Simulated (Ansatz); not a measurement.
Reactions of `FC(Cl)(I)I`.

Gas-phase electronic energies from Ansatz, PBE0-D4/def2-TZVP geometries. CCSD(T)/CBS adds triple-zeta CCSD(T) − MP2 to the extrapolated MP2 energy (def2 sets, frozen cores). This one scheme is used for every species, atoms too. Functionals use def2-TZVPP. No spin–orbit coupling; open shells (•) take unrestricted orbitals. Spin–orbit coupling would lower the free atoms: a little for C, Cl, F; strongly for I. def2 core potentials past Kr. Bonds to Br, I are less sure, by a few kJ/mol each and by 10 to 20 or more in all where they break to atoms, as the def2 sets lack core-valence functions. Scalar relativity is left out up to krypton.

| reaction | CCSD(T)/CBS(def2) (eV) |
| --- | --- |
| `FC(Cl)(I)I` → C• + Cl• + F• + 2 I• | 13.26 |
| `FC(Cl)(I)I` → `F[C](Cl)I`• + I• | 2.35 |
| `FC(Cl)(I)I` + HCl → `FC(Cl)(Cl)I` + HI | 0.14 |
| `FC(Cl)(I)I` + HBr → `FC(Br)(I)I` + HCl | ? |
| `FC(Cl)(I)I` + HBr → `FC(Cl)(Br)I` + HI | 0.11 |

(1) Fill in the missing values. (Estimate.)

Largest T1 diagnostic: 0.015, for `F[C](Cl)I`•.

Answers

(1) Computed: `FC(Cl)(I)I` + HBr → `FC(Br)(I)I` + HCl: -0.04 eV.
